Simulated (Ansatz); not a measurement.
Calculated with Ansatz (gas phase, PBE0-D4/def2-TZVP geometries, no zero-point term in ΔE). CCSD(T)/CBS adds triple-zeta CCSD(T) − MP2 to the extrapolated MP2 energy (def2 sets, frozen cores). This one scheme is used for every species. Functionals use def2-TZVPP. def2 core potentials past Kr. For In outer-core shells are correlated without core-valence functions, which leaves a few kJ/mol of doubt a bond. One conformer a species, not always the lowest.

Consider the formal exchange of groups at the In–F bond: `C[NH][InH][F]` + CH₄ → `C[NH][InH][CH3]` + H–F.

CCSD(T)/CBS gives +0.97 eV.

Task: Another level gave +1.12 eV. Which?
A. B2PLYP/def2-TZVPP
B. revPBE-D4/def2-TZVPP
C. BLYP-D4/def2-TZVPP
D. HF/def2-TZVPP

Result: C. BLYP-D4 1.12, B2PLYP 1.07, HF/def2-TZVPP 1.19, revPBE-D4 1.00 eV.

Task: What do rigid-rotor, harmonic-oscillator terms from PBE0-D4/def2-TZVP frequencies (298.15 K, 1 bar) make of the CCSD(T)/CBS value? (An estimate is asked.)

Result: Ansatz gave: ΔZPE = -0.05 eV, ΔH = +0.93 eV, ΔS = 15 J/(mol·K), ΔG = +0.89 eV. Modes under 50 cm⁻¹ make the entropy rough.

Largest T1 diagnostic among the species: 0.016.

In def2-TZVPP, CCSD(T) changes the Hartree–Fock value by −0.28 eV (the triples alone add −0.02 eV) and MP2 by −0.31 eV. The D4 term adds −0.05 eV with B3LYP and −0.03 eV with PBE0; it sums over pairs of atoms, weighted by their polarisabilities, and B3LYP, whose exchange is more repulsive, gets the larger term. From PBE to PBE0 (25 % exact exchange), in def2-TZVPP and without D4, ΔE moves by −0.04 eV.

B3LYP here is the variant with VWN-RPA as its local correlation; programs differ in this.
